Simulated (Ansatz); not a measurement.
CuO₂⁻, relaxed as a triplet with UKS r2SCAN-D4/def2-TZVPD in Ansatz, starting from the r2SCAN-D4/def2-TZVPD geometry of the charge -1 singlet. Force threshold 0.02 eV/Å.

The structure comes from a short search, and lower isomers may exist.

Start:

```xyz
3

Cu    0.030   -0.048   -0.121
O     1.548    0.586    0.220
O    -1.578   -0.539   -0.099
```

```csv
step,energy (eV),largest force component (eV/Å),SCF passes
1,-48734.0680,0.477,23
2,-48734.0868,0.387,26
3,-48734.1005,0.574,30
4,-48734.1206,0.006,26
```

Force components are those of the run's own axes.

End:

Cartesian coordinates in Å:
```
Cu 0.000 0.001 0.001
O 1.575 0.567 0.160
O -1.575 -0.567 -0.162
```

By distances, no bond broke or formed. The bond that changes most is Cu1–O3, from 1.68 to 1.68 Å (atoms count from 1).

No frequencies were taken in this run, so the end may be a saddle point.

Run time 8 s (4 threads of Arm Neoverse V1 on a shared host).
